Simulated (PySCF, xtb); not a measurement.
H₅Si₂, SMILES [SiH2][SiH3] (connectivity only; charge and spin as stated), charge +1, multiplicity 1.

Harmonic wavenumbers (cm⁻¹) from GFN2-xTB (xtb 6.7.1) at its own minimum, in rising order: 8, 250, 368, 406, 457, 561, 703, 728, 729, 838, 2226, 2246, 2265, 2268, 2275.

Q: What does PBE-D3(BJ)/def2-TZVP (PySCF) give at its own minimum? (Estimate from the structure and the level; the computed values follow.)

A: 84, 257, 334, 404, 576, 645, 755, 855, 877, 930, 2135, 2182, 2208, 2222, 2237. Paired by order, the mean absolute difference is 69 cm⁻¹ and the zero-point energies are 23.3 and 23.9 kcal/mol.
